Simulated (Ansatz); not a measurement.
Two isomers of C2H5FOSi: A = `C=C(F)[SiH2]O`, B = `C=C(F)O[SiH3]`.

Gas-phase electronic energies from Ansatz, PBE0-D4/def2-TZVP geometries. CCSD(T)/CBS is the MP2 limit (def2-TZVPP, def2-QZVPP) plus CCSD(T) − MP2 in def2-TZVPP, frozen cores. Functionals use def2-TZVPP. B3LYP here is the variant with VWN-RPA as its local correlation; programs differ in this. Each species was taken in one conformer, which may not be the lowest.

Problem. Which is lower in electronic energy at CCSD(T)/CBS, and by how much? (An estimate is asked.)

Solution. Computed: A, by 45.7 kJ/mol.

Problem. Give E(B) − E(A) in kJ/mol with PBE-D4, r2SCAN-D4, HF/def2-TZVPP, CCSD(T)/def2-TZVPP, B3LYP-D4, ωB97M-V, MP2/def2-TZVPP. (Best estimate.)

Solution. The calculation gave: PBE-D4 36.2, r2SCAN-D4 33.9, HF/def2-TZVPP 28.6, CCSD(T)/def2-TZVPP 39.9, B3LYP-D4 36.1, ωB97M-V 37.7, MP2/def2-TZVPP 41.9. None reverses the order clearly.

Largest T1 diagnostic: 0.012.

In def2-TZVPP, CCSD(T) changes the Hartree–Fock value by +11.3 kJ/mol (the triples alone add +0.6 kJ/mol) and MP2 by +13.3 kJ/mol.
